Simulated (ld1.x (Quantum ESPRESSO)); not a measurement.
# Building the TM potential for Ho (PBEsol, fully relativistic).

ld1.x (Quantum ESPRESSO) 7.5 input, shortened:

```
&input
   title='Ho', zed=67., rel=2, dft='PBESOL', iswitch=3,
   config='[Xe] 4f10 5d0 6s0 6p0', rel_dist='average'
 /
 &inputp
   pseudotype=2, tm=.true., lloc=1,
   nlcc=.false.
 /
3
5S  1  0   2.00   0.00  1.45  1.45  0.0
5D  3  2   0.00   0.00  2.50  2.50  0.0
5P  2  1   6.00   0.00  1.60  1.60  0.0
 &test
   configts(1)='5s2 5p6 5d0 6s0 6p0'
 /
```

Open shells are filled in proportion to 2j + 1 (rel_dist='average').

All-electron outer shells of the reference configuration (PBEsol, scalar-relativistic, ld1.x):

```tsv
shell	level (eV)	outermost node (bohr)	outermost maximum (bohr)
5s	-80.19	0.61	1.13
5p	-54.55	0.66	1.28
4f	-35.14	–	0.52
5d	-24.88	0.74	1.73
6s	-23.19	1.48	2.77
6p	-17.42	1.73	3.30
```

What the tests gave:

```json
{
 "Largest excitation error": "+1924 meV (all-electron minus pseudo) for 5s1 5p6 5d1 6s2 6p0, out of 7 test configurations"
}
```

A Bessel basis up to 400 Ry misses an occupied level by 1.40 Ry, so cutoffs and ghosts were not judged. The potential misses its own reference levels by up to 3.8 eV, so it is not fit for use.

Generation and tests took about 6.1 s on one core of a shared server CPU.
